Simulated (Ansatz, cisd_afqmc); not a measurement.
System: Ge, charge 1, doublet.

Total energies in aug-cc-pVTZ, 3 correlated electrons, 14 frozen orbitals. Open shells are spin-unrestricted; no spin-orbit coupling. Cores are frozen in correlated methods (noble-gas shells, and filled d and f shells in the p block). No relativity. AFQMC is phaseless with a CISD trial state; ± is one standard error, without the phaseless bias. Outlying blocks are dropped, and bars are widened where a walk drifts. Over all cases where full CI ran beside it in this data, AFQMC minus full CI had a median of +0.1 mEh and passed +0.4 mEh in a tenth of the cases.

```
method         program          energy (Eh)  minus CCSDT (mEh)
----------  ----------  -------------------  -----------------
HF              Ansatz          -2075.08793              52.69
MP2             Ansatz          -2075.12556              15.05
CCSD            Ansatz          -2075.13952               1.10
CCSD(T)         Ansatz          -2075.14033               0.28
CCSDT           Ansatz          -2075.14061               0.00
AFQMC/CISD  cisd_afqmc  -2075.1404 ± 0.0001          0.2 ± 0.1
```

Ansatz is an electronic-structure program.
